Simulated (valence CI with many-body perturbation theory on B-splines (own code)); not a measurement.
**E1 line list for As28+**

Method: valence CI with perturbative core correlation (CI+MBPT): three valence electrons over a frozen Dirac-Fock core [He], a basis of 11 s, 11 p, 10 d, 8 f, 5 g, 2 h functions for each j, with the one-electron correlation potential Σ1, the two-electron term Σ2, the three-electron term Σ3, Breit, model QED; selected CI, second order for the rest, scaled by the run's own slope (own B-spline code, finite nucleus).

No measured spectrum was set against this ion. As an estimate, large intervals hold to a few tenths of a per cent, small ones and those within an open d or f shell to about a per cent.

Lines 1 to 50 of 586 in falling wavelength, among levels below 2530.6 eV, chosen from the strongest by gf and those to the six lowest levels. Wavelengths and rates use the calculated energies. Electric multipoles are in the length gauge, E1 and E2 with the static RPA response of the core. Weak lines are less certain than strong ones. Lines between different terms over intervals too small for the method are left out, as are lines whose strength nearly cancels. The highest levels of a list are the least certain.

Levels are named by their leading jj configuration (3d3/2^4 stands for four electrons in 3d with j = 3/2), which in mixed levels can hold well under half, so a name can repeat and another be missing. Letters in brackets count levels of one name in rising energy.

```tsv
λ vac (nm)	Upper	Lower	A (s⁻¹)	S (a.u.)
208.0	(2s 2p1/2 4f7/2) J=7/2 [a]	(2s 2p1/2 4d5/2) J=5/2 [a]	2.73e+07	9.72e-01
198.9	(2s 2p1/2 4f7/2) J=9/2	(2s 2p1/2 4d5/2) J=7/2	3.28e+07	1.27e+00
191.3	(2s^2 4f7/2) J=7/2	(2s^2 4d5/2) J=5/2	3.69e+07	1.02e+00
185.3	(2s 2p3/2 4f5/2) J=7/2 [a]	(2s 2p3/2 4d3/2) J=5/2 [a]	2.79e+07	7.00e-01
176.7	(2s 2p3/2 4f5/2) J=7/2 [b]	(2s 2p3/2 4d3/2) J=5/2 [b]	3.60e+07	7.84e-01
173.7	(2s 2p3/2 4f7/2) J=9/2 [b]	(2s 2p3/2 4d5/2) J=7/2 [b]	4.94e+07	1.28e+00
173.0	(2s 2p3/2 4f7/2) J=9/2 [a]	(2s 2p3/2 4d3/2) J=7/2	4.02e+07	1.03e+00
170.2	(2s^2 4f5/2) J=5/2	(2s^2 4d3/2) J=3/2	4.90e+07	7.15e-01
157.2	(2s 2p1/2 4f5/2) J=5/2 [a]	(2s 2p1/2 4d3/2) J=3/2 [a]	5.98e+07	6.88e-01
153.1	(2s 2p1/2 4f5/2) J=7/2	(2s 2p1/2 4d3/2) J=5/2	5.65e+07	8.01e-01
141.4	(2s 2p3/2 4f7/2) J=11/2	(2s 2p3/2 4d5/2) J=9/2	9.28e+07	1.55e+00
122.6	(2s 2p3/2 4d5/2) J=9/2	(2s 2p3/2 4p3/2) J=7/2	2.18e+08	1.98e+00
116.7	(2s 2p1/2 4d5/2) J=7/2	(2s 2p1/2 4p3/2) J=5/2	2.53e+08	1.59e+00
115.3	(2p1/2^2 4d5/2) J=5/2	(2p1/2^2 4p3/2) J=3/2	2.69e+08	1.22e+00
114.0	(2s 2p3/2 4d3/2) J=7/2	(2s 2p3/2 4p3/2) J=7/2	9.09e+07	5.32e-01
113.4	(2s 2p3/2 4d5/2) J=5/2 [b]	(2s 2p3/2 4p3/2) J=3/2 [b]	2.31e+08	9.98e-01
112.3	(2s 2p3/2 4d5/2) J=7/2 [b]	(2s 2p3/2 4p3/2) J=5/2 [b]	2.79e+08	1.56e+00
111.8	(2s 2p1/2 4d5/2) J=5/2 [a]	(2s 2p1/2 4p3/2) J=3/2 [a]	2.72e+08	1.13e+00
109.4	(2s 2p1/2 4p1/2) J=3/2	(2s 2p1/2 4s) J=3/2	1.66e+08	4.30e-01
108.7	(2s^2 4d5/2) J=5/2	(2s^2 4p3/2) J=3/2	3.08e+08	1.17e+00
103.7	(2s 2p3/2 4p1/2) J=3/2 [b]	(2s 2p3/2 4s) J=3/2 [b]	1.98e+08	4.36e-01
102.6	(2s 2p1/2 4d5/2) J=5/2 [b]	(2s 2p1/2 4p3/2) J=3/2 [b]	3.20e+08	1.03e+00
100.7	(2s^2 4p1/2) J=1/2	(2s^2 4s) J=1/2	3.80e+08	3.83e-01
100.7	(2s 2p3/2 4d5/2) J=5/2 [a]	(2s 2p3/2 4p3/2) J=3/2 [a]	2.39e+08	7.22e-01
99.70	(2s 2p3/2 4d5/2) J=3/2 [b]	(2s 2p3/2 4p3/2) J=1/2 [b]	2.26e+08	4.43e-01
98.06	(2s 2p3/2 4d5/2) J=7/2 [a]	(2s 2p3/2 4p3/2) J=5/2 [a]	3.48e+08	1.29e+00
96.73	(2s 2p1/2 4d5/2) J=3/2	(2s 2p1/2 4p3/2) J=1/2	3.47e+08	6.19e-01
95.89	(2s 2p3/2 4p1/2) J=3/2 [a]	(2s 2p3/2 4s) J=5/2	3.04e+08	5.28e-01
93.37	(2s 2p3/2 4d3/2) J=7/2	(2s 2p3/2 4p1/2) J=5/2	2.87e+08	9.22e-01
92.18	(2s 2p3/2 4d3/2) J=5/2 [a]	(2s 2p3/2 4p1/2) J=5/2	2.43e+08	5.64e-01
91.07	(2s 2p3/2 4p1/2) J=5/2	(2s 2p3/2 4s) J=5/2	3.46e+08	7.73e-01
89.28	(2s 2p3/2 4d5/2) J=3/2 [a]	(2s 2p3/2 4p3/2) J=3/2 [a]	2.79e+08	3.92e-01
88.36	(2p1/2^2 4d3/2) J=3/2	(2p1/2^2 4p1/2) J=1/2	4.52e+08	6.15e-01
88.15	(2s 2p3/2 4p3/2) J=3/2 [a]	(2s 2p3/2 4s) J=3/2 [a]	3.99e+08	5.39e-01
87.72	(2s 2p3/2 4d3/2) J=5/2 [a]	(2s 2p3/2 4p1/2) J=3/2 [a]	2.41e+08	4.81e-01
86.75	(2s 2p3/2 4d3/2) J=3/2 [b]	(2s 2p3/2 4p1/2) J=1/2	3.06e+08	3.94e-01
86.70	(2s 2p1/2 4d3/2) J=5/2	(2s 2p1/2 4p1/2) J=3/2	4.38e+08	8.45e-01
85.72	(2s 2p3/2 4d3/2) J=5/2 [b]	(2s 2p3/2 4p1/2) J=3/2 [b]	5.19e+08	9.69e-01
85.58	(2s 2p1/2 4d3/2) J=3/2 [a]	(2s 2p1/2 4p1/2) J=1/2 [a]	5.21e+08	6.44e-01
84.69	(2s 2p1/2 4p1/2) J=1/2 [b]	(2s 2p1/2 4s) J=3/2	6.46e+08	3.87e-01
84.51	(2s 2p1/2 4p3/2) J=1/2	(2s 2p1/2 4s) J=1/2 [b]	6.09e+08	3.63e-01
84.04	(2s 2p3/2 4d3/2) J=3/2 [a]	(2s 2p3/2 4p1/2) J=3/2 [a]	3.94e+08	4.62e-01
83.19	(2s^2 4d3/2) J=3/2	(2s^2 4p1/2) J=1/2	5.71e+08	6.49e-01
78.87	(2p1/2^2 4p3/2) J=3/2	(2p1/2^2 4s) J=1/2	7.22e+08	6.99e-01
78.29	(2s 2p3/2 4p3/2) J=5/2 [b]	(2s 2p3/2 4s) J=3/2 [b]	7.95e+08	1.13e+00
77.87	(2s 2p1/2 4p3/2) J=3/2 [b]	(2s 2p1/2 4s) J=1/2 [b]	5.61e+08	5.23e-01
77.40	(2s 2p3/2 4p3/2) J=7/2	(2s 2p3/2 4s) J=5/2	8.17e+08	1.50e+00
75.22	(2s 2p3/2 4p3/2) J=5/2 [a]	(2s 2p3/2 4s) J=3/2 [a]	6.38e+08	8.05e-01
72.45	(2s 2p1/2 4p3/2) J=3/2 [a]	(2s 2p1/2 4s) J=1/2 [a]	9.48e+08	7.11e-01
72.37	(2s 2p3/2 4p3/2) J=3/2 [b]	(2s 2p3/2 4s) J=3/2 [b]	4.69e+08	3.51e-01
```
